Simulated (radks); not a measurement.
Results of a calculation; reference values are marked as such.
Q: Level of theory: scalar-relativistic Kohn-Sham, PBEsol, spin-polarised, spherical densities, point nucleus; open shells are filled with parallel spins first (a radial shooting solver on a logarithmic mesh with Libxc functionals). Each species is in its NIST ground configuration. Rank Li, Ne, Be, C, B, N, F, O by Delta-SCF ionisation energy (eV), largest first.

A: Ne 21.890, F 17.742, N 14.848, O 13.535, C 11.613, Be 8.894, B 8.413, Li 5.474.
